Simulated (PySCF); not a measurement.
# Phosphorus: a sound run and one with changed settings

Sound run: P⁺ [Ne] 3s2 3p2, P²⁺ [Ne] 3s2 3p1. All numbers are calculated (PySCF 2.14, the spin-free X2C one-electron Hamiltonian (Gaussian nucleus), in x2c-TZVPall). In the sound run the correlated levels freeze [Ne]. The sound run starts from symmetry-adapted Hartree-Fock orbitals and uses a fine grid where one is needed.

Changed run: a valence shell is frozen. This setting is unsound on purpose.

| species | method | sound run (hartree) | changed run (hartree) | converged |
| --- | --- | --- | --- | --- |
| P⁺ | MP2 | -341.22274 | -341.16863 | yes |
| P⁺ | CCSD(T) | -341.24555 | -341.17150 | yes |

Ionisation energy of P⁺:

```
 method  sound run (eV)  changed run (eV)
    UHF          19.151            19.151
    MP2          19.583            19.324
SCS-MP2          19.495            19.209
   CCSD          19.624            19.402
CCSD(T)          19.658            19.402
  CCSDT             n/a            19.402
    FCI             n/a            19.402
```

Freezing a valence shell removes pair correlation that changes on ionisation.

For comparison, NIST gives 19.769 eV between the lowest levels.
